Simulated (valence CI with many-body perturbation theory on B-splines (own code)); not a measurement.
Er61+: key properties

Method: relativistic CI+MBPT: five valence electrons over a frozen Dirac-Fock core [He], a basis of 11 s, 11 p, 10 d, 8 f, 5 g, 2 h functions for each j, with the one-electron correlation potential Σ1 (screened to all orders), the two-electron term Σ2, the three-electron term Σ3, Breit, model QED; selected single and double excitations, second order for the rest, scaled by the run's own slope (own B-spline code, finite nucleus).

No measured spectrum was set against this ion. As an estimate, large intervals hold to a few tenths of a per cent, small ones and those within an open d or f shell to about a per cent. Among the levels kept, up to 7400 cm⁻¹ of a level comes from second order outside the variational space, and about a tenth of that is noise between levels of different J, which matters for small intervals.

Levels are named by their leading jj configuration (3d3/2^4 stands for four electrons in 3d with j = 3/2), which in mixed levels can hold well under half, so a name can repeat and another be missing.

Rates and lifetimes use the calculated energies. Strong lines usually hold to 10 to 20 %, long lifetimes can be off by a factor of two.

(1) What is the ground level?

(2) How well does LS coupling describe the low levels?

(3) Name the longest-lived excited levels whose lifetime is computed, and their main decay.

(4) Where does the other parity begin?

(5) Among levels below 769.64 Ry, which E1 lines absorb most strongly from the ground level?

Results:

(1) (2s^2 2p1/2^2 2p3/2) J=3/2, composition 48 % 2s²2p³ ²P° + 27 % 2s²2p³ ²D° + 24 % 2s²2p³ ⁴S°, g = 1.323.

(2) Among the lowest 20 levels the leading LS term, summed over configurations, holds 63 % on average. For single configurations the figures are 63 % in LS and 100 % in jj coupling. Terms mix most in the J = 3/2 level at 573.06 Ry, where the leading one holds 34 %.

(3) (2s^2 2p1/2 2p3/2^2) J=5/2 at 70.47 Ry lives 750 ps, mostly by M1 to (2s^2 2p1/2^2 2p3/2) J=3/2; (2s^2 2p1/2 2p3/2^2) J=1/2 at 73.83 Ry lives 223 ps, mostly by M1 to (2s^2 2p1/2^2 2p3/2) J=3/2; (2s^2 2p1/2 2p3/2^2) J=3/2 at 68.81 Ry lives 128 ps, mostly by M1 to (2s^2 2p1/2^2 2p3/2) J=3/2.

(4) At (2s 2p1/2^2 2p3/2^2) J=5/2, 91.14 Ry.

(5) to (2s^2 2p1/2^2 3d5/2) J=5/2 at 0.1557 nm, f = 0.546; to (2s^2 2p1/2 2p3/2 3d3/2) J=5/2 at 0.1399 nm, f = 0.502; to (2s^2 2p1/2 2p3/2 3d3/2) J=3/2 at 0.1398 nm, f = 0.280.
